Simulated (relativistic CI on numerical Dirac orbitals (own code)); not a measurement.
# In47+: what numerical and physical settings do to a radial Dirac CI calculation

Reference input:

```
atom In  Z=49  charge=47  electrons=2
nucleus A=115  rms_radius_fm=4.6156
hamiltonian dirac-coulomb  breit=on  qed=on  c_scale=1
orbitals kli  potential=per-configuration
slater_scale 1
correlation none
mixing on
grid step=0.0125 r_max=2.7
scf mixing=0.4 start=green max_iterations=150 tolerance=2e-08 node_fill=0.05
configurations
  1s2
  1s 2s
  1s 2p
end
```

Computed lowest total energy -2446.98424 Ha, first excitation 198304324.1 cm⁻¹, 19 SCF steps. Runs with settings changed; * marks those that are bad on purpose:

```
                                                          Changed        Outcome  Lowest level    ΔE (Ha)  First excitation (cm⁻¹)  SCF steps                      Message
                                                    QED terms off      converged       1s² ¹S0       -2.3              198515114.6         19                             
                                 node fill of the KLI weights 0.2      converged       1s² ¹S0  -2.26e-09              198304429.5         19                             
                                node fill of the KLI weights 0.01      converged       1s² ¹S0   6.88e-10              198304296.7         19                             
end of the grid at 4.05 bohr, SCF mixing 0.05, iteration limit 30      converged       1s² ¹S0  -4.55e-12              198304324.1         21                             
                                              iteration limit 2 *  not converged                                                            2  SCF of 1s2 did not converge
                                                Slater scale -1 *      converged       1s² ¹S0  -7.43e-06              198113223.6         19
```
